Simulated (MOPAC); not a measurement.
Job for MOPAC: AM1 on SnN, 2S+1 = 2, a spin state set in the input, which need not be the lowest, a point of a bond scan (R = 1.956 Å).

```
AM1 1SCF PRECISE CHARGE=0 UHF MS=0.5 THREADS=1
NSn

N      0.00000000 1     0.00000000 1     0.00000000 1
Sn     0.00000000 1     0.00000000 1     1.95618700 1
```

The log:

```
*******************************************************************************
 **                                                                           **
 **                              MOPAC v23.2.5                                **
 **                                                                           **
 *******************************************************************************
 ** MOPAC's Digital Object Identifier: https://doi.org/10.5281/zenodo.6511958 **
 **                                                                           **
 ** Please cite the open-source release paper for use of this MOPAC version:  **
 ** J. E. Moussa and J. J. P. Stewart (2026)                                  **
 ** MOPAC: An open-source semiempirical molecular orbital program             **
 ** J. Open Source Softw., 11(119), 8025, https://doi.org/10.21105/joss.08025 **
 *******************************************************************************

                              AM1 CALCULATION RESULTS

 *******************************************************************************
 *  AM1        - The AM1 Hamiltonian to be used
 *  UHF        - UNRESTRICTED HARTREE-FOCK CALCULATION
 *
 *
 *
 *                 CHARGE ON SYSTEM = 0
 *
 *
 *
 *  MS=        - IN MECI, MAGNETIC COMPONENT OF SPIN =  0.5
 *  PRECISE    - TIGHTER CRITERIA TO BE USED
 *  1SCF       - DO 1 SCF AND THEN STOP
 *  THREADS=1  - MULTI-THREADING NOT USED
 *  T=         - A TIME OF 172800.0 SECONDS REQUESTED
 *  DUMP=N     - RESTART FILE WRITTEN EVERY 7200.0 SECONDS REQUESTED
 *******************************************************************************
AM1 1SCF PRECISE CHARGE=0 UHF MS=0.5 THREADS=1
 NSn

   ATOM   CHEMICAL          X               Y               Z
  NUMBER   SYMBOL      (ANGSTROMS)     (ANGSTROMS)     (ANGSTROMS)

     1       N          0.00000000  *   0.00000000  *   0.00000000  *
     2      Sn          0.00000000  *   0.00000000  *   1.95618700  *



          CARTESIAN COORDINATES

    NO.       ATOM           X           Y           Z

     1         N          0.0000      0.0000      0.0000
     2        Sn          0.0000      0.0000      1.9562

  N: (AM1): M.J.S. DEWAR ET AL, J. AM. CHEM. SOC. 107 3902-3909 (1985)
 Sn: (AM1): J. J. P. STEWART, J. MOL. MOD., 10, 155-164 (2004)

           Empirical Formula: N Sn  =     2 atoms



      MOLECULAR POINT GROUP   :   C*v


          UHF CALCULATION, NO. OF ALPHA ELECTRONS =    5
                           NO. OF BETA  ELECTRONS =    4

 -------------------------------------------------------------------------------
 AM1 1SCF PRECISE CHARGE=0 UHF MS=0.5 THREADS=1
 NSn



     1SCF WAS SPECIFIED, SO BFGS WAS NOT USED
     SCF FIELD WAS ACHIEVED


                              AM1 CALCULATION
                                                       MOPAC v23.2.5 Linux




          FINAL HEAT OF FORMATION =        145.75944 KCAL/MOL =     609.85748 KJ/MOL


          COSMO AREA              =         90.99 SQUARE ANGSTROMS
          COSMO VOLUME            =         79.15 CUBIC ANGSTROMS

          IONIZATION POTENTIAL    =          6.964367 EV
          ALPHA SOMO LUMO (EV)    =         -9.601 -1.572
          BETA  SOMO LUMO (EV)    =         -6.964 -3.286
          NO. OF ALPHA ELECTRONS  =          5
          NO. OF BETA  ELECTRONS  =          4
          MOLECULAR WEIGHT        =        132.6967         POINT GROUP:  C*v

          MOLECULAR DIMENSIONS (Angstroms)

            Atom       Atom       Distance
           Sn     2    N     1     1.95619
           Sn     2    N     1     0.00000
            N     1   Sn     2     0.00000


          SCF CALCULATIONS        =          1





   ATOM   CHEMICAL          X               Y               Z
  NUMBER   SYMBOL      (ANGSTROMS)     (ANGSTROMS)     (ANGSTROMS)

     1       N          0.00000000  *   0.00000000  *   0.00000000  *
     2      Sn          0.00000000  *   0.00000000  *   1.95618700  *

                             CARTESIAN COORDINATES

   1    N        0.000000000     0.000000000     0.000000000
   2   Sn        0.000000000     0.000000000     1.956187000


           Empirical Formula: N Sn  =     2 atoms



      MOLECULAR POINT GROUP   :   C*v


          ALPHA EIGENVALUES
 -29.12600 -13.39635 -11.17851 -10.94948  -9.60101  -1.57236  -0.39622   0.45586


           BETA EIGENVALUES
 -24.86012 -14.51605  -8.10052  -6.96437  -3.28591   1.38743   1.60006   2.49549


              NET ATOMIC CHARGES AND DIPOLE CONTRIBUTIONS

  ATOM NO.   TYPE          CHARGE      No. of ELECS.   s-Pop       p-Pop
    1          N          -0.524039        5.5240     1.88049     3.64355
    2         Sn           0.524039        3.4760     1.95809     1.51787
 DIPOLE           X         Y         Z       TOTAL
 POINT-CHG.     0.000     0.000     4.924     4.924
 HYBRID         0.000     0.000    -1.726     1.726
 SUM            0.000     0.000     3.198     3.198


          ATOMIC ORBITAL ELECTRON POPULATIONS

     Atom    s        px        py        pz
    1  N   1.88049   1.16071   0.88130   1.60154
    2 Sn   1.95809   0.83929   0.11870   0.55989


                    (SZ)    =    0.500000
                    (S**2)  =    1.318547


          ATOMIC ORBITAL SPIN POPULATIONS

    Atom   Total    s     px     py     pz
         Atomic
    1  N  1.7841  0.019  0.684  0.881  0.200
    2 Sn -0.7841  0.015 -0.684  0.119 -0.235

 **********************
 *                    *
 * JOB ENDED NORMALLY *
 *                    *
 **********************




 == MOPAC DONE ==
```

The run finished. Its determinant has ⟨S²⟩ = 1.32, a mixture of spin states.

Cost: roughly 0.020 core-seconds.
